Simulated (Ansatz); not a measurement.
Species: C8H7ClSSi, SMILES `[SiH3]c1cc(Cl)c2ccsc2c1` (charge 0, multiplicity 1).

### Question
Give a relaxed geometry from PBE0-D3(BJ)/def2-SVP run with Ansatz (a program for electronic structure).

### Answer
the end point of this relaxation (outside a Z-matrix the atoms follow the SMILES, hydrogens last).
Bonds (Å): Si1–C2 1.879, Si1–H12 1.494, Si1–H13 1.495, Si1–H14 1.495, C2–C3 1.414, C2–C11 1.394, C3–C4 1.383, C3–H15 1.093, C4–Cl5 1.732, C4–C6 1.408, C6–C7 1.432, C6–C10 1.415, C7–C8 1.361, C7–H16 1.089, C8–S9 1.730, C8–H17 1.090, S9–C10 1.738, C10–C11 1.398, C11–H18 1.093. Angles (°): C2–Si1–H12 108.8, C2–Si1–H13 110.8, C2–Si1–H14 110.7, H12–Si1–H13 109.4, H12–Si1–H14 109.3, H13–Si1–H14 107.8, Si1–C2–C3 120.1, Si1–C2–C11 120.5, C3–C2–C11 119.4, C2–C3–C4 121.1, C2–C3–H15 120.7, C4–C3–H15 118.3, C3–C4–Cl5 120.1, C3–C4–C6 120.6, Cl5–C4–C6 119.3, C4–C6–C7 130.2, C4–C6–C10 117.6, C7–C6–C10 112.3, C6–C7–C8 112.1, C6–C7–H16 123.6, C8–C7–H16 124.3, C7–C8–S9 113.5, C7–C8–H17 127.2, S9–C8–H17 119.3, C8–S9–C10 91.3, C6–C10–S9 110.8, C6–C10–C11 122.2, S9–C10–C11 127.0, C2–C11–C10 119.1, C2–C11–H18 120.8, C10–C11–H18 120.1.
